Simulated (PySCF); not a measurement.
A side-by-side comparison of computed properties.

First species: C₅H₁₀Se.
SMILES: `C1CC[Se]CC1`

Second species: C5H13NSi2.
Atom-mapped SMILES: `[CH2:1]=[CH:2][CH2:3][N:4]1[SiH2:5][CH2:6][CH2:7][SiH2:8]1` (hydrogens: H9, H10 on C1; H11 on C2; H12, H13 on C3; H14, H15 on Si5; H16, H17 on C6; H18, H19 on C7; H20, H21 on Si8)

Levels: PBE0/def2-SVPD for HOMO energy, LUMO energy, HOMO–LUMO gap and static isotropic polarisability; TDDFT PBE0/def2-SVPD for lowest singlet excitation; TDA PBE0/def2-SVPD for lowest triplet excitation (Tamm–Dancoff); ΔSCF PBE0/def2-SVPD for vertical ionisation energy. Geometries: PBE0-D3(BJ)/def2-SVP. All species are isolated and taken at one optimised geometry, non-relativistic unless stated; the electronic structure was computed with PySCF and density fitting.

Values for the first species:

| Property | Result |
| --- | --- |
| HOMO energy | -5.89 eV |
| LUMO energy | 0.23 eV |
| HOMO–LUMO gap | 6.12 eV |
| Lowest singlet excitation | 4.59 eV |
| Lowest triplet excitation (Tamm–Dancoff) | 4.14 eV |
| Static isotropic polarisability | 85.4 au |
| Vertical ionisation energy | 7.96 eV |

(1) Estimate the same properties for the second species, and the change in each.

## Answers

(1) 
| property | first | second | second less first |
| --- | --- | --- | --- |
| HOMO energy | -5.89 eV | -6.77 eV | -0.88 eV |
| LUMO energy | 0.23 eV | -0.11 eV | -0.34 eV |
| HOMO–LUMO gap | 6.12 eV | 6.66 eV | +0.54 eV |
| lowest singlet excitation | 4.59 eV | 5.48 eV | +0.89 eV |
| lowest triplet excitation (Tamm–Dancoff) | 4.14 eV | 4.32 eV | +0.18 eV |
| static isotropic polarisability | 85.4 au | 118.6 au | +33.2 au |
| vertical ionisation energy | 7.96 eV | 8.39 eV | +0.43 eV |

On the first: S1 lies 1.53 eV below the HOMO–LUMO gap; its leading configuration is HOMO→LUMO, weight 0.96. The principal polarisabilities are 73.8, 89.0 and 93.5 au; their mean is the isotropic value. The calculation is non-relativistic and has no spin–orbit coupling, an omission that weighs most on selenium.

On the second: The 10 singlets span 5.48 to 7.32 eV, and their oscillator strengths add up to 0.37. No computed singlet falls in the visible range (750 to 380 nm, 1.65 to 3.26 eV); S1 lies 2.22 eV above its blue end.

One conformer stands for the species.
